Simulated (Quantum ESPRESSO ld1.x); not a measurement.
Values are calculated unless marked as measured or tabulated.
Ni9+, 19 electrons, occupied as [Ar] 4s1 (not the ground configuration). Code: ld1.x of Quantum ESPRESSO 7.5. Model: Dirac Kohn-Sham, PBE, spin-unpolarised, spherical densities, point nucleus.

Radial electron density D(r) = 4 pi r^2 rho(r):

r (bohr)  D(r) (e/bohr)
0.002943          1.561
0.003772          2.421
0.004872          3.757
0.006244          5.654
0.008001          8.328
0.01025           11.93
0.01314           16.51
0.01684           21.84
0.02158           27.32
0.02787           31.98
0.03571           34.21
0.04577           33.37
0.05865           30.25
0.07515           27.58
0.09631           28.66
0.1234            33.95
0.1594            38.72
0.2043            35.75
0.2618            24.78
0.3355            14.42
0.4299            12.53
0.5509            15.18
0.706             13.28
0.9119            6.852
1.169             2.633
1.498             1.217
1.919            0.4955
2.459           0.09606
3.151          0.006468
4.038         0.0001171

D(r) has 3 maxima, at r = 0.0378, 0.167, 0.583 bohr, and minima at 0.0808, 0.400 bohr, inside which lie 2.11, 10.39 electrons.
